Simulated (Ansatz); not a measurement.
The cluster Ta4⁺, relaxed as a quartet with UKS r2SCAN-D4/def2-SVP in Ansatz, starting from the r2SCAN-D4/def2-SVP geometry of the charge +1 doublet. Force threshold 0.02 eV/Å.

In the def2 sets Ta takes a core potential; there is no spin–orbit coupling. At r2SCAN-D4/def2-SVP a doublet of charge 1 lies 0.50 eV below the quartet, each at its own geometry. The structure comes from a short search, and lower isomers may exist.

Start:

Cartesian coordinates in Å:
```
Ta -0.413 -1.026 1.089
Ta 0.409 -0.811 -1.303
Ta -1.221 0.991 -0.225
Ta 1.225 0.846 0.439
```

(1) Estimate the energy that the relaxation releases and the steps that it takes.

(2) Does the start keep its bonding and symmetry?

(3) Predict the relaxed structure.

## Answers

(1) 7.6 kcal/mol, in 11 steps; 93 s on 4 threads of Arm Neoverse V2 on a shared host. No frequencies were taken in this run, so the end may be a saddle point.

(2) By distances, no bond broke or formed. The bond that changes most is Ta2–Ta3, from 2.66 to 2.90 Å (atoms count from 1). Point group C2v at the start, C2v at the end, both within 0.05 Å.

(3) 
```xyz
4

Ta   -0.483   -1.047    1.020
Ta    0.526   -0.903   -1.269
Ta   -1.252    1.060   -0.098
Ta    1.209    0.890    0.346
```
Bond lengths (bridged metal pairs left out): 6 × Ta–Ta 2.51 to 2.90 Å.
